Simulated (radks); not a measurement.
Values are calculated unless marked as measured or tabulated.
Ionisation of the iridium ion Ir+, [Xe] 4f14 5d7 6s1, to [Xe] 4f14 5d7 as the strength of local exchange is varied. Level of theory: scalar-relativistic Kohn-Sham, Slater X-alpha exchange (alpha = 2/3 is LDA exchange), no correlation, spin-unpolarised, spherical densities, finite nucleus; Fermi nuclear charge, rms radius 5.4032 fm (a radial shooting solver on a logarithmic mesh with Libxc functionals).

| alpha | E(Ir+) (hartree) | exchange (hartree) | IE (eV) | -e of the level emptied (eV) | <r> of it (bohr) |
|---|---|---|---|---|---|
| 0.551 | -17748.6651 | -269.9206 | 15.743 | 11.871 (6s) | 2.785 |
| 0.597 | -17771.3350 | -292.8527 | 16.120 | 12.230 (6s) | 2.760 |
| 0.648 | -17796.5051 | -318.3487 | 16.543 | 12.634 (6s) | 2.732 |
| 0.667 | -17805.8919 | -327.8664 | 16.702 | 12.786 (6s) | 2.722 |
| 0.67 | -17807.3745 | -329.3702 | 16.727 | 12.810 (6s) | 2.720 |
| 0.715 | -17829.6293 | -351.9575 | 17.106 | 13.173 (6s) | 2.696 |
| 1.018 | -17980.2447 | -505.5630 | 19.760 | 15.746 (6s) | 2.544 |

NIST Atomic Spectra Database: 17.0 +/- 0.3 eV (semi-empirical). The Delta-SCF value meets it near alpha = 0.70. Spin polarisation and multiplet splitting are left out, so open shells lie too high by an amount that depends on their filling. Spin-orbit splitting is averaged out at the scalar-relativistic level.

Beside tabulated values, note that spin-unpolarised runs miss the spin-polarisation part of the exchange energy of open shells.
